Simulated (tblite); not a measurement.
Isomers of C6H12P2. Level: GFN2-xTB in tblite, geometry and Hessian alike; calculated harmonic values, unscaled, isolated species. The method is semi-empirical: single wavenumbers can be off by several per cent or more. Modes of hydrogen on phosphorus can be 10 to 20 % off. One conformer each.

Electronic energies: GFN2-xTB at the same geometries; isomer energies are rough at this level and their order can be wrong.

```csv
SMILES,"electronic energy, lowest = 0 (kJ/mol)"
C#CP(P)C(C)(C)C,138.6
CP(P)C1=CCCC1,0.0
C=[P@]1(P)CC=C(C)C1,162.7
```

**Question.** How do GFN2-xTB zero-point energies change the relative energies?

**Answer.** 
```tsv
SMILES	ZPE (kJ/mol)	of it from modes above 1550 cm⁻¹	electronic (kJ/mol)	with ZPE, lowest = 0 (kJ/mol)	lowest mode (cm⁻¹)	rings
CP(P)C1=CCCC1	421.6	216.4	0.0	0.0	30	1
C#CP(P)C(C)(C)C	413.3	222.4	138.6	130.3	45	0
C=[P@]1(P)CC=C(C)C1	408.5	215.8	162.7	149.6	40	1
```

The zero-point energies span 13.1 kJ/mol, from `C=[P@]1(P)CC=C(C)C1` to `CP(P)C1=CCCC1`. The order is unchanged.

**Question.** What do entropy and thermal enthalpy add at 298.15 K and 1 bar (rigid rotor, harmonic oscillator, one conformer each)?

**Answer.** 
```tsv
SMILES	point group	symmetry number	S (J/(mol K))	H − H(0) (kJ/mol)	ZPE + H − H(0) − TS (kJ/mol)
CP(P)C1=CCCC1	C1	1	425.9	30.09	324.7
C#CP(P)C(C)(C)C	C1	1	441.6	33.98	315.6
C=[P@]1(P)CC=C(C)C1	C1	1	425.8	31.21	312.7
```
